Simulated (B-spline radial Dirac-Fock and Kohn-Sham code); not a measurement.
# Ir 6s: cross section and angular parameters

System: atomic iridium in the configuration [Xe] 4f14 5d7 6s2; threshold 8.41 eV (orbital energy of the model). Calculated with a radial B-spline solver, using Dirac-Hartree-Slater photoionisation with a Latter tail; cross sections with all multipoles, angular parameters from the dipole term and its interference with E2.

For linearly polarised light dσ/dΩ = σ/(4π) [1 + β P₂(cos θ) + (δ + γ cos²θ) sin θ cos φ], with θ from the polarisation vector and φ the angle between the beam and the projection of the electron momentum on the plane normal to the polarisation.

| hν (eV) | σ (kb) | β | γ |
| --- | --- | --- | --- |
| 60 | 27.1 | 0.772 | -0.136 |
| 66 | 26.3 | 0.943 | -0.107 |
| 79.7 | 23.8 | 1.188 | -0.045 |
| 80 | 23.7 | 1.192 | -0.043 |
| 111 | 18.3 | 1.448 | 0.065 |
| 121 | 16.8 | 1.493 | 0.092 |
| 150 | 13.5 | 1.581 | 0.154 |
| 178 | 11.2 | 1.636 | 0.200 |
| 400 | 4.10 | 1.796 | 0.383 |
| 444 | 3.57 | 1.809 | 0.400 |
| 523 | 2.84 | 1.827 | 0.424 |
| 547 | 2.67 | 1.831 | 0.429 |
| 600 | 2.34 | 1.840 | 0.439 |
| 735 | 1.73 | 1.856 | 0.451 |
| 963 | 1.15 | 1.874 | 0.446 |
| 1010 | 1.07 | 1.877 | 0.442 |
| 1253.6 | 0.761 | 1.888 | 0.417 |
| 1420 | ? | ? | ? |
| 2000 | 0.360 | 1.909 | 0.310 |
| 2150 | 0.320 | 1.911 | 0.287 |
| 2820 | 0.202 | 1.920 | 0.186 |
| 3520 | 0.138 | 1.926 | 0.094 |
| 3740 | 0.124 | 1.928 | 0.068 |
| 4490 | 0.0894 | 1.932 | -0.008 |
| 5414.7 | 0.0635 | 1.935 | -0.077 |
| 5510 | 0.0615 | 1.936 | -0.083 |
| 6170 | 0.0498 | 1.937 | -0.117 |
| 6910 | 0.0402 | 1.939 | -0.143 |
| 8070 | 0.0299 | 1.941 | -0.163 |
| 9900 | 0.0202 | 1.943 | -0.156 |

Problem. Give the values at 1420 eV.

Solution. σ = 0.625 kb, β = 1.894, γ = 0.396. For an s subshell δ is negligible.
